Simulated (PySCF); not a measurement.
One molecule, many functionals

Species: C6H14O.
Structure used (PBE0-D3(BJ)/def2-SVP), in Å, numbered top down from 1:
```xyz
21
C6H14O angstrom
C     -3.484   -0.039    0.176
C     -2.126    0.544   -0.176
C     -0.962   -0.362    0.201
C      0.403    0.214   -0.149
C      1.564   -0.693    0.229
C      2.926   -0.113   -0.112
O      3.988   -0.979    0.185
H     -3.569   -0.228    1.259
H     -4.305    0.637   -0.108
H     -3.652   -1.000   -0.337
H     -2.082    0.757   -1.259
H     -2.000    1.521    0.323
H     -1.084   -1.341   -0.298
H     -1.002   -0.575    1.284
H      0.442    0.425   -1.233
H      0.523    1.193    0.349
H      1.467   -1.670   -0.274
H      1.526   -0.903    1.315
H      2.983    0.086   -1.195
H      3.045    0.871    0.389
H      3.957   -1.170    1.128
```

Linear-response calculations in the def2-SVPD basis (PySCF; singlets by full response, triplets Tamm–Dancoff, core orbitals frozen in the response; HF means time-dependent Hartree–Fock). 'Strongest' is the level of largest summed f among the singlets computed (10 roots, of which the last may lack a degenerate partner); it can jump between rows when another state enters that window. S1 is the lowest singlet of each run and needn't be the same state throughout; f(S1) is that of one state. Isolated species at its PBE0-D3(BJ)/def2-SVP geometry (one conformer only).

| functional | kind | S1 (eV) | f(S1) | strongest (eV) | T1 (eV) | HOMO (eV) | gap (eV) | ionisation energy, ΔSCF (eV) |
| --- | --- | --- | --- | --- | --- | --- | --- | --- |
| LDA | LDA | 6.16 | 0.006 | 7.49 | 6.01 | -6.34 | 6.11 | 10.05 |
| PBE | GGA | 6.13 | 0.008 | 7.42 | 5.94 | -6.21 | 6.08 | not settled |
| B3LYP | global hybrid, 20% exact exchange | 6.72 | 0.007 | 7.71 | 6.46 | -7.59 | 7.90 | 9.86 |
| BHandHLYP | global hybrid, 50% exact exchange | 7.48 | 0.006 | 9.66 | 7.15 | -9.39 | 10.52 | 10.27 |
| CAM-B3LYP | range-separated hybrid | 7.00 | 0.007 | 8.74 | 6.69 | -9.31 | 10.59 | 10.27 |
| wB97X-D | range-separated hybrid | 7.28 | 0.008 | 9.61 | 7.04 | -9.77 | 12.09 | 10.21 |
| LC-wPBE | range-separated hybrid | 7.49 | 0.008 | 9.38 | 7.12 | -10.63 | 13.05 | 10.48 |
| HF | Hartree–Fock | 8.57 | 0.005 | 10.84 | 8.09 | -11.77 | 14.50 | not settled |

Problem. What does PBE0 (global hybrid, 25% exact exchange) give?

Solution. S1 (eV) 6.97, f(S1) 0.007, strongest (eV) 8.04, T1 (eV) 6.68, HOMO (eV) -7.82, gap (eV) 8.45, ionisation energy, ΔSCF (eV) 9.89. S1 runs from 6.13 eV (PBE) to 8.57 eV (HF), a spread of 2.43 eV, while the orbital gap spreads over 8.4 eV. Along PBE (0%), B3LYP (20%), PBE0 (25%), BHandHLYP (50%), HF (100%) S1 rises with the share of exact exchange. −ε(HOMO) comes closest to its own ΔSCF ionisation energy with LC-wPBE (+0.15 eV) and misses most with LDA (-3.71 eV). 'Not settled' means that the ion's SCF failed to converge or may have ended in another state than the lowest.
